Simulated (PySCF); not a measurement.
Level of theory: B3LYP-D3(BJ)/def2-TZVP // PBE0-D4/def2-TZVP (PySCF 2.14.0). Gas-phase values, no solvent. B3LYP has the VWN-RPA correlation part, as in Gaussian. 

Reference species (SMILES): `BrB(Br)Br` (neutral, multiplicity 1).

```
Item             Result
-------------  --------
HOMO–LUMO gap   5.79 eV
LUMO           -2.23 eV
HOMO           -8.02 eV
```

Changed species: `B` (3 of 3 Br replaced by H; the reference has 0 of 3 Br replaced by H).

Problem. Give the shifts of the HOMO–LUMO gap, LUMO and HOMO.

Solution. the HOMO–LUMO gap rises by 1.72 eV, to 7.51 eV; the LUMO stays essentially unchanged; the HOMO falls by 1.71 eV, to -9.73 eV.
